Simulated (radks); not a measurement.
The numbers below are computed, except where a source is named.
Question: Mean orbital radii <r> (bohr) of the lithium ion Li+, [He], of relativity; Dirac values are averaged over j with weights 2j + 1. Spin-unpolarised spherical Kohn-Sham, LDA (Slater exchange, Perdew-Wang correlation), point nucleus unless stated (finite: rms radius 2.444 fm), a radial shooting solver on a logarithmic mesh with Libxc functionals. A level marked "c x" has the speed of light scaled by that factor.

shell       non-rel.
1s            0.5848
2s (empty)     3.283
2p (empty)     3.555

Give the values at the level "Dirac, c x 3".

Answer: 
shell       Dirac, c x 3  change of magnitude (%)
1s                0.5848                    0.00
2s (empty)         3.283                    0.00
2p (empty)         3.555                    0.00
